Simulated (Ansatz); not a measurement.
The cluster GaAs₂. The state is a doublet with charge 0. Geometry r2SCAN-D4/def2-TZVP, basis def2-TZVP, Ansatz.

Cartesian coordinates in Å:
```
Ga 1.2815 0.7478 0.7484
As -0.2646 -1.3447 -0.0474
As -1.0168 0.5969 -0.7010
```

```tsv
run	HOMO (eV)	LUMO (eV)
A	-6.40	-2.51
B	-5.72	-3.35
C	-5.49	-3.68
D	-4.52	-3.92
E	-5.16	-3.96
F	-6.71	-2.34
```

The structure comes from a short search, and lower isomers may exist.

HOMO and LUMO are taken over both spins.

**Question.** The runs used BHLYP, BLYP, CAM-B3LYP, PBE0, r2SCAN, r2SCANh. Estimate which is which.

**Answer.** A BHLYP (50 % exact exchange); B PBE0 (25 % exact exchange); C r2SCANh (10 % exact exchange); D BLYP (0 % exact exchange); E r2SCAN (0 % exact exchange); F CAM-B3LYP (range-separated). Exact exchange lowers occupied and raises empty levels; among semilocal functionals meta-GGAs tend to open the gap a little, and such runs are hard to tell apart. The gap grows from 0.60 eV (BLYP) to 4.37 eV (CAM-B3LYP).
